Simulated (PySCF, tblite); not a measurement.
Isomers of C6H14Si, one GFN2-xTB conformer each. Single-point energies are computed at PBE0/pcSseg-1 (PySCF, gas phase, no added dispersion term), electronic only.

Task: Rank them by PBE0/pcSseg-1 energy, lowest first (kJ/mol).
A. `[CH3:1][C@@H:2]1[CH2:3][CH2:4][C@H:5]1[CH2:6][SiH3:7]` with C4–C5–C6–Si7 172°, C1–C2–C3–C4 -131°, C2–C3–C4–C5 11°, C3–C4–C5–C6 -131°, C1–C2–C5–C4 130°
B. `C=C(C)[Si](C)(C)C`

Result: B (0.0), A (109.5).

As drawn, the lower has a C=C bond outside aromatic rings, which the higher lacks; the higher has a four-membered ring, which the lower lacks. GFN2-xTB itself gives, in the same order: 126.0, 0.0. GFN2-xTB puts C[C@@H]1CC[C@H]1C[SiH3] lowest instead.

Task: Which frontier levels, dipoles and rotational constants go with these structures?

Result: 
```csv
SMILES,"HOMO (eV, PBE0/pcSseg-1)",LUMO (eV),dipole (D),"A, B, C (MHz)"
C=C(C)[Si](C)(C)C,-7.27,0.20,0.30,"2341, 1608, 1390"
C[C@@H]1CC[C@H]1C[SiH3],-7.91,1.03,0.60,"3422, 1358, 1054"
```

Task: What happens when harmonic zero-point energies from GFN2-xTB frequencies are added?

Result: 
| SMILES | ZPE (kJ/mol) | electronic (kJ/mol) | with ZPE (kJ/mol) |
| --- | --- | --- | --- |
| C=C(C)[Si](C)(C)C | 472.9 | 0.0 | 0.0 |
| C[C@@H]1CC[C@H]1C[SiH3] | 470.7 | 109.5 | 107.4 |

The zero-point energies span 2.2 kJ/mol. The order is unchanged.
